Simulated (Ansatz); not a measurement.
`F[CH2][GaH][SiH3]` + `[SiH3]P` → `[SiH3][PH][GaH][SiH3]` + `CF` at 500 K and 1 bar (ligand exchange at a Ga–C bond).

Program: Ansatz. Geometries: PBE0-D4/def2-TZVP. ΔE: electronic, gas phase. CCSD(T)/CBS adds triple-zeta CCSD(T) − MP2 to the extrapolated MP2 energy (def2 sets, frozen cores). This one scheme is used for every species. For Ga outer-core shells are correlated without core-valence functions, which leaves a few kJ/mol of doubt a bond. Scalar relativity is left out up to krypton. Each species was taken in one conformer, which may not be the lowest.

```json
{"species": "`F[CH2][GaH][SiH3]`", "CCSD(T)/CBS energy (Eh)": "-2354.43580", "H − E (kJ/mol)": "206.0", "S (J/(mol·K))": "441.4"}
{"species": "`[SiH3]P`", "CCSD(T)/CBS energy (Eh)": "-633.00997", "H − E (kJ/mol)": "141.7", "S (J/(mol·K))": "322.6"}
{"species": "`[SiH3][PH][GaH][SiH3]`", "CCSD(T)/CBS energy (Eh)": "-2847.84863", "H − E (kJ/mol)": "235.3", "S (J/(mol·K))": "515.0"}
{"species": "`CF`", "CCSD(T)/CBS energy (Eh)": "-139.63461", "H − E (kJ/mol)": "122.2", "S (J/(mol·K))": "244.8"}
```

H − E and S are ideal-gas, rigid-rotor, harmonic terms from PBE0-D4/def2-TZVP, for one conformer and one mirror image of each species. 1 Eh = 2625.50 kJ/mol, R = 8.31446 J/(mol·K).

By hand: ΔE, ΔH, ΔS and ΔG.

ΔE = (-2847.84863) + (-139.63461) − (-2354.43580) − (-633.00997) = -0.03747 Eh = -98.4 kJ/mol. Δ(H − E) = 235.3 + 122.2 − 206.0 − 141.7 = 9.8, so ΔH = -88.6 kJ/mol. ΔS = 515.0 + 244.8 − 441.4 − 322.6 = -4.2 J/(mol·K). ΔG = -88.6 − 500 × (-4.2)/1000 = -86.5 kJ/mol.

By hand: the equilibrium constant, and the temperature at which ΔG would vanish if ΔH and ΔS stayed fixed.

log₁₀ K = −ΔG/(RT ln 10) = 9.0. ΔG = 0 at ΔH/ΔS = 21095 K, far beyond where these terms or the molecules hold.

The number of gas molecules stays the same, so ΔS is small and ΔH decides. A doubt of 5 kJ/mol in ΔE shifts log₁₀ K by 0.5 here. Other conformers and mirror images would add mixing entropy, several J/(mol·K) or more a flexible species. Modes under 60 cm⁻¹, often nearly free rotors, make the harmonic entropy too high. These are equilibria of isolated gas molecules and say nothing of rates. Largest T1 diagnostic: 0.014 (customary marks: 0.02 for closed shells, 0.045 for open ones).
